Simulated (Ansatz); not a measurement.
Steps of a relaxation of `C[O][Hf]1234([NH2])([N](C)C)[C@H]5[C@@H]1[C@@H]2[C@@H]3[C@H]54` with RKS PBE0-D4/def2-TZVP.

```sh
$ ansatz run in.yaml --threads 11 --pin off --events-out ev --progress --plain --max-ram 174080MiB --backend cuda --devices 0, --max-vram 75GiB
```

```yaml
crystal:
  periodic: [false, false, false]
  atoms:
    - {symbol: C, position_ang: [-2.021950, -0.795930, -1.716720]}
    - {symbol: O, position_ang: [-0.658170, -0.847210, -1.463860]}
    - {symbol: Hf, position_ang: [0.075740, -0.379500, 0.206130]}
    - {symbol: N, position_ang: [-1.313350, -1.119850, 1.447160]}
    - {symbol: N, position_ang: [-0.201390, 1.600890, 0.305660]}
    - {symbol: C, position_ang: [-1.441800, 2.069040, 0.895870]}
    - {symbol: C, position_ang: [-0.010880, 2.218730, -0.996970]}
    - {symbol: C, position_ang: [2.402740, -0.604760, -0.574740]}
    - {symbol: C, position_ang: [2.448820, 0.030260, 0.687710]}
    - {symbol: C, position_ang: [2.001220, -0.893710, 1.656520]}
    - {symbol: C, position_ang: [1.692020, -2.103800, 0.994230]}
    - {symbol: C, position_ang: [1.945200, -1.925810, -0.381140]}
    - {symbol: H, position_ang: [-2.491620, 0.098070, -1.270000]}
    - {symbol: H, position_ang: [-2.535080, -1.691390, -1.329770]}
    - {symbol: H, position_ang: [-2.195100, -0.759380, -2.801350]}
    - {symbol: H, position_ang: [-1.328200, -2.142070, 1.480510]}
    - {symbol: H, position_ang: [-2.276850, -0.841050, 1.255300]}
    - {symbol: H, position_ang: [-2.324660, 1.847310, 0.263500]}
    - {symbol: H, position_ang: [-1.412340, 3.160190, 1.035360]}
    - {symbol: H, position_ang: [-1.574990, 1.601650, 1.874480]}
    - {symbol: H, position_ang: [0.917740, 1.854300, -1.448990]}
    - {symbol: H, position_ang: [-0.848600, 2.012890, -1.689560]}
    - {symbol: H, position_ang: [0.064860, 3.312750, -0.894230]}
    - {symbol: H, position_ang: [2.811300, -0.212030, -1.496630]}
    - {symbol: H, position_ang: [2.877500, 1.001630, 0.893690]}
    - {symbol: H, position_ang: [2.032030, -0.751240, 2.727560]}
    - {symbol: H, position_ang: [1.450050, -3.041370, 1.476790]}
    - {symbol: H, position_ang: [1.915780, -2.698630, -1.136510]}
basis:
  gaussian: {orbitals: def2-TZVP}
hamiltonian: {xc: pbe0, dispersion: d4}
relax: {f_tol: 0.005, max_steps: 150}
```

Positions (Å) and forces (eV/Å) along the path, 6 of 33 steps:

```xyz
28
step=1 energy=-14883.1609 eV
C    -2.022   -0.796   -1.717   -0.372   -0.060   -0.482
O    -0.658   -0.847   -1.464   -0.739   -0.610   -2.007
Hf    0.076   -0.380    0.206    0.839    0.316    1.261
N    -1.313   -1.120    1.447   -1.109   -1.152    0.444
N    -0.201    1.601    0.306   -0.959    1.262   -0.619
C    -1.442    2.069    0.896    0.268    0.090    0.114
C    -0.011    2.219   -0.997    0.089    0.247    0.335
C     2.403   -0.605   -0.575    0.760   -0.287    0.186
C     2.449    0.030    0.688    0.788   -0.247    0.167
C     2.001   -0.894    1.657    0.767   -0.198    0.034
C     1.692   -2.104    0.994    0.618   -0.280    0.053
C     1.945   -1.926   -0.381    0.600   -0.273    0.099
H    -2.492    0.098   -1.270   -0.067   -0.146   -0.102
H    -2.535   -1.691   -1.330    0.045    0.157   -0.011
H    -2.195   -0.759   -2.801   -0.085    0.066    0.096
H    -1.328   -2.142    1.481   -0.057    0.324    0.428
H    -2.277   -0.841    1.255    0.202    0.009    0.216
H    -2.325    1.847    0.264    0.042    0.097    0.146
H    -1.412    3.160    1.035   -0.085   -0.026    0.058
H    -1.575    1.602    1.874   -0.154    0.090    0.002
H     0.918    1.854   -1.449   -0.057    0.100   -0.130
H    -0.849    2.013   -1.690    0.166    0.039    0.015
H     0.065    3.313   -0.894    0.092   -0.030   -0.106
H     2.811   -0.212   -1.497   -0.343    0.110   -0.029
H     2.877    1.002    0.894   -0.340    0.059   -0.053
H     2.032   -0.751    2.728   -0.318    0.110   -0.042
H     1.450   -3.041    1.477   -0.277    0.111   -0.044
H     1.916   -2.699   -1.137   -0.314    0.124   -0.029
28
step=11 energy=-14884.2277 eV
C    -1.981   -1.004   -2.325    0.266   -0.063    0.047
O    -0.827   -1.183   -1.552   -0.320    0.141   -0.054
Hf   -0.072   -0.548    0.144    0.017   -0.049   -0.073
N    -1.207   -1.265    1.688   -0.338    0.008    0.006
N    -0.635    1.423    0.095   -0.097    0.106    0.136
C    -1.254    2.224    1.127    0.093   -0.029   -0.149
C    -0.213    2.224   -1.027    0.006    0.013   -0.043
C     2.341   -0.569   -0.547   -0.038   -0.015    0.012
C     2.315    0.100    0.699    0.013   -0.027    0.009
C     1.970   -0.844    1.688    0.013   -0.002   -0.017
C     1.793   -2.097    1.056   -0.017    0.031   -0.005
C     2.023   -1.928   -0.322    0.023    0.020    0.008
H    -2.451   -0.028   -2.137    0.040   -0.044    0.001
H    -2.720   -1.785   -2.103    0.021    0.016   -0.018
H    -1.736   -1.065   -3.394   -0.023   -0.001    0.075
H    -0.935   -1.746    2.530    0.032   -0.009    0.010
H    -2.225   -1.273    1.636    0.306    0.005   -0.005
H    -2.143    2.753    0.746    0.056   -0.029    0.014
H    -0.567    2.994    1.519   -0.035   -0.043   -0.020
H    -1.566    1.594    1.961    0.002   -0.014    0.005
H     0.250    1.605   -1.807   -0.041    0.038    0.057
H    -1.060    2.750   -1.496    0.046   -0.020    0.026
H     0.525    2.991   -0.735   -0.032   -0.027   -0.023
H     2.567   -0.121   -1.505    0.000   -0.005    0.006
H     2.513    1.149    0.861   -0.002   -0.011   -0.002
H     1.853   -0.641    2.742   -0.004    0.000   -0.006
H     1.508   -3.019    1.542    0.003    0.009   -0.002
H     1.932   -2.690   -1.083    0.012    0.002    0.005
28
step=15 energy=-14884.2688 eV
C    -1.865   -1.124   -2.574    0.174    0.077    0.033
O    -0.998   -1.136   -1.481   -0.332    0.063   -0.391
Hf   -0.158   -0.549    0.164   -0.012   -0.028   -0.002
N    -1.233   -1.262    1.757   -0.039    0.004    0.080
N    -0.663    1.441    0.161   -0.043    0.169    0.137
C    -1.013    2.261    1.300    0.062   -0.109   -0.199
C    -0.385    2.236   -1.010   -0.015   -0.024    0.033
C     2.246   -0.559   -0.557   -0.014    0.010    0.010
C     2.234    0.135    0.676    0.034   -0.024   -0.008
C     1.913   -0.789    1.689   -0.041    0.021   -0.009
C     1.730   -2.055    1.087    0.029   -0.014    0.001
C     1.946   -1.917   -0.297   -0.013    0.002   -0.003
H    -2.394   -0.158   -2.657    0.166   -0.178    0.045
H    -2.628   -1.908   -2.481    0.070    0.000    0.047
H    -1.322   -1.298   -3.520   -0.074    0.051    0.263
H    -0.907   -1.726    2.592   -0.036    0.029   -0.069
H    -2.247   -1.261    1.764    0.089   -0.013   -0.011
H    -1.891    2.891    1.082    0.033   -0.017    0.010
H    -0.193    2.940    1.591   -0.025   -0.012   -0.008
H    -1.253    1.633    2.160    0.006    0.002   -0.010
H    -0.144    1.602   -1.873   -0.012    0.024    0.052
H    -1.253    2.852   -1.297    0.036   -0.018    0.010
H     0.465    2.924   -0.860   -0.036   -0.016   -0.004
H     2.460   -0.131   -1.526   -0.006    0.003   -0.002
H     2.422    1.190    0.811    0.003   -0.001    0.000
H     1.807   -0.563    2.740   -0.004   -0.001   -0.003
H     1.462   -2.968    1.597    0.002    0.000    0.001
H     1.863   -2.699   -1.037   -0.001    0.000    0.000
28
step=24 energy=-14884.3266 eV
C    -1.504   -1.497   -2.690    0.129    0.137    0.061
O    -1.089   -0.884   -1.513   -0.094   -0.118   -0.286
Hf   -0.252   -0.403    0.159    0.002    0.010    0.017
N    -1.352   -1.146    1.729   -0.128   -0.030    0.114
N    -0.659    1.609    0.260   -0.003    0.142    0.022
C    -0.673    2.356    1.497   -0.038   -0.039   -0.084
C    -0.693    2.477   -0.894   -0.063   -0.047    0.035
C     2.127   -0.573   -0.628    0.016   -0.012    0.015
C     2.181    0.085    0.623   -0.044   -0.006   -0.003
C     1.797   -0.839    1.615    0.047   -0.001   -0.010
C     1.531   -2.076    0.981   -0.034    0.002   -0.009
C     1.740   -1.914   -0.400    0.002    0.012    0.002
H    -1.985   -0.766   -3.359    0.087   -0.112    0.116
H    -2.229   -2.294   -2.482   -0.001    0.018    0.008
H    -0.655   -1.947   -3.230   -0.113    0.088    0.093
H    -1.078   -1.767    2.477   -0.040    0.072   -0.097
H    -2.349   -0.971    1.804    0.165   -0.036   -0.014
H    -1.565    3.002    1.563    0.088   -0.056   -0.009
H     0.209    3.011    1.601   -0.040   -0.019   -0.009
H    -0.694    1.678    2.357    0.003    0.037   -0.064
H    -0.698    1.894   -1.822   -0.006    0.041    0.094
H    -1.599    3.108   -0.897    0.098   -0.062    0.005
H     0.175    3.157   -0.930   -0.040   -0.019    0.003
H     2.351   -0.131   -1.589    0.002   -0.002    0.006
H     2.445    1.120    0.784   -0.005   -0.001    0.000
H     1.715   -0.637    2.673    0.006   -0.003   -0.002
H     1.206   -2.983    1.470    0.000    0.005   -0.003
H     1.598   -2.669   -1.159    0.004   -0.001    0.001
28
step=32 energy=-14884.3378 eV
C    -1.370   -1.508   -2.700   -0.002    0.002    0.003
O    -1.061   -0.848   -1.525    0.004   -0.003    0.000
Hf   -0.255   -0.376    0.167   -0.005    0.004    0.000
N    -1.394   -1.094    1.723    0.001   -0.003    0.001
N    -0.653    1.635    0.243    0.001    0.001    0.002
C    -0.496    2.387    1.461    0.000   -0.001   -0.001
C    -0.926    2.488   -0.884    0.000    0.001   -0.002
C     2.137   -0.584   -0.590    0.005   -0.002    0.000
C     2.177    0.039    0.679   -0.002   -0.001    0.002
C     1.760   -0.906    1.637   -0.002    0.004    0.000
C     1.472   -2.116    0.963    0.003   -0.003    0.000
C     1.716   -1.920   -0.409   -0.006    0.002   -0.002
H    -1.720   -0.799   -3.460   -0.001    0.000   -0.001
H    -2.163   -2.248   -2.538    0.001    0.000   -0.001
H    -0.495   -2.032   -3.106   -0.001   -0.001   -0.001
H    -1.172   -1.792    2.415    0.001    0.000    0.000
H    -2.364   -0.828    1.834    0.001    0.001   -0.001
H    -1.394    2.984    1.684    0.000    0.000    0.000
H     0.353    3.089    1.414    0.000    0.000    0.000
H    -0.334    1.720    2.313    0.000    0.000    0.001
H    -1.068    1.896   -1.791    0.000    0.000    0.000
H    -1.841    3.080   -0.727    0.000    0.000    0.000
H    -0.110    3.205   -1.072   -0.001   -0.001    0.000
H     2.387   -0.120   -1.533    0.001    0.000    0.000
H     2.461    1.062    0.874    0.000    0.000    0.000
H     1.664   -0.734    2.699    0.000    0.000    0.000
H     1.118   -3.028    1.420    0.001   -0.001    0.000
H     1.572   -2.651   -1.192   -0.001    0.000    0.000
28
step=33 energy=-14884.3379 eV
C    -1.371   -1.508   -2.700   -0.002    0.002    0.002
O    -1.061   -0.849   -1.525    0.004   -0.002    0.000
Hf   -0.254   -0.376    0.166   -0.003    0.002    0.002
N    -1.394   -1.095    1.723    0.002   -0.002    0.000
N    -0.653    1.635    0.243    0.001    0.000    0.003
C    -0.496    2.387    1.461    0.001   -0.002    0.000
C    -0.927    2.487   -0.885    0.000    0.001   -0.004
C     2.137   -0.584   -0.589    0.001    0.000    0.000
C     2.177    0.039    0.680    0.000    0.000    0.001
C     1.759   -0.907    1.638    0.000    0.001    0.000
C     1.472   -2.116    0.963   -0.001    0.000    0.000
C     1.716   -1.919   -0.409   -0.001    0.000   -0.001
H    -1.721   -0.799   -3.459   -0.001    0.000    0.000
H    -2.164   -2.247   -2.538    0.001    0.000   -0.001
H    -0.497   -2.032   -3.107   -0.001   -0.001   -0.001
H    -1.171   -1.792    2.415    0.001    0.000    0.000
H    -2.363   -0.828    1.834   -0.001    0.001    0.000
H    -1.394    2.984    1.684   -0.001    0.001    0.000
H     0.353    3.089    1.413    0.000    0.000    0.000
H    -0.333    1.721    2.313    0.000    0.000    0.001
H    -1.068    1.895   -1.792    0.000    0.000    0.000
H    -1.842    3.079   -0.727    0.000    0.000    0.000
H    -0.111    3.205   -1.072   -0.001   -0.001    0.000
H     2.388   -0.119   -1.532    0.001    0.000    0.000
H     2.461    1.062    0.876    0.000    0.000    0.000
H     1.663   -0.735    2.700    0.000    0.000    0.000
H     1.119   -3.029    1.420    0.000    0.000    0.000
H     1.573   -2.650   -1.192    0.000    0.000    0.000
```

Hardware: 11 threads of an AMD EPYC 7R13 on a shared host and a whole NVIDIA H100 80 GB. Wall time 68 s, peak host memory 1.3 GiB.
